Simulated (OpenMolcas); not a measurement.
## Exact exchange and the HOMO–LUMO gap of CH3BFNO

CH3BFNO has 8 atoms, charge 0, and is taken as a singlet. SMILES: `NC1(F)BO1`. The shape is that of a PBE0-D4/def2-TZVP optimisation. This is one conformer, not always the lowest.

The HOMO–LUMO gap y, in eV, basis 6-31G(d); a is the functional's share of exact exchange. Programs: OpenMolcas 26.06.

```
functional     program     a  y (eV)
      TPSS  OpenMolcas     0    5.17
    r2SCAN  OpenMolcas     0    5.58
     B3LYP  OpenMolcas   0.2       ?
      PBE0  OpenMolcas  0.25    7.54
     BHLYP  OpenMolcas   0.5   10.14
```

Problem. Fit y = c + s·a to the known rows and predict B3LYP.

Solution. 
1. Means of the 4 rows: a = 0.1875, y = 7.107.
2. Σ(Δa)² = 0.17188, Σ(Δa·Δy) = 1.6244, so the slope is 1.6244/0.17188 = 9.4508.
3. Intercept: 7.107 − (9.4508) × 0.1875 = 5.335. The largest residual of the fit is 0.25.
4. B3LYP: 5.335 + (9.4508) × 0.2 = 7.23 eV.

The run gave 7.03 eV, so the prediction is off by +0.20 eV, within the largest residual. Exact exchange lowers occupied levels and raises empty ones. The rows mix families of semi-local functionals, which the line can't see.
